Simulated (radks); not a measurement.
Values are calculated unless marked as measured or tabulated.
These are the eigenvalues of the occupied orbitals of an atom or ion with whole-number occupations (eV). Code: a radial shooting solver on a logarithmic mesh with Libxc functionals. Model: scalar-relativistic Kohn-Sham, MS2 meta-GGA, spin-polarised, spherical densities, finite nucleus; meta-GGA in the generalised Kohn-Sham scheme; Fermi nuclear charge, rms radius of each element as measured or else 0.836 A^(1/3) + 0.57 fm.

orbital  eigenvalue
1s        -69501.24
2s        -13657.80
2p        -12224.61
3s        -4632.091
3p        -4200.728
3d        -3715.211
4s        -2240.255

Which element is it, and in what charge state? The configuration may be excited. Open shells, if any, are filled with parallel spins first.

Answer. Z = 73, tantalum, charge +43: Ta43+ in [Ar] 3d10 4s2. The list shows which subshells hold electrons but not how many an open one holds; the 1s level, -2554.1 hartree, gives Z - s = 71.5 by -(Z - s)^2/2, which with screening and relativity narrows Z to a few neighbours, and the depths of the outer levels then fix element, charge and occupations together.
